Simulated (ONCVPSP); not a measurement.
What one change does to a pseudopotential (arsenic, ONCV)

ONCVPSP 4.0.1 input, shortened (lines: element, Z, core and valence counts, functional; n l f; lmax; l rc ep ncon nbas qcut; lloc lpopt rc5 dvloc0; l nproj debl; icmod fcfact rcfact), PBE, scalar-relativistic:

```
  As 33.00    6    2        4      upf
    1    0    2.00
    2    0    2.00
    2    1    6.00
    3    0    2.00
    3    1    6.00
    3    2   10.00
    4    0    2.00
    4    1    3.00
    1
    0    1.50    0.00    3    6    3.70
    1    1.95    0.00    4    8    4.00
    4    4    1.50    0.00
    0    2    1.80
    1    2    3.80
    1    0.55    0.00
```

Change: p: qcut 4.8.

Cutoffs: the cutoffs (Ha) at which the residual kinetic energy of the hardest occupied pseudo-wave falls to 1 and 0.1 mHa per electron; they do not see the model core or the augmentation charge, which bear on the density cutoff. Errors are all-electron minus pseudo energies relative to the spin-unpolarised reference configuration.

Task: Predict the effect on cutoff, ghosts and configuration errors.

Result: The potential gets neither clearly harder nor softer (25 Ha and 40 Ha → 25 Ha and 40 Ha); the s channel sets the loose cutoff, while the largest relative change is in p, which becomes harder; of the 4 tests that both files solve, the error grows in 1 and shrinks in 0 by more than 15 % and 0.3 meV (median size 17.5 → 17.6 meV); neither file shows a bound ghost.

| quantity | base | changed |
| --- | --- | --- |
| cutoff, loose | 25 Ha | 25 Ha |
| cutoff, tight | 40 Ha | 40 Ha |
| loose cutoff by channel | s 25 Ha, p 6.5 Ha | s 25 Ha, p 7.8 Ha |
| bound ghosts | none | none |
| GHOST(+) flags under 300 eV | s at 154.0 eV | s at 154.0 eV |
| error for 4s2 4p2, meV [ΔE 9.15 eV] | -4.3 | -4.2 |
| error for 4s2 4p1, meV [ΔE 27.07 eV] | -30 | -28 |
| error for 4s2 4p0, meV [ΔE 54.77 eV] | -114 | -104 |
| error for 4s1 4p4, meV [ΔE 9.42 eV] | -5.1 | -7.5 |
| s: phases at 1.52 bohr within 0.05 rad from the reference energy up to (Ha; the scan ends near 5) | 4.6 | 4.6 |
| p: phases at 1.98 bohr within 0.05 rad from the reference energy up to (Ha; the scan ends near 5) | to the end of the scan | to the end of the scan |
| rms error of d²Exc/dni dnj with the model core, mHa | 0.25 | 0.27 |
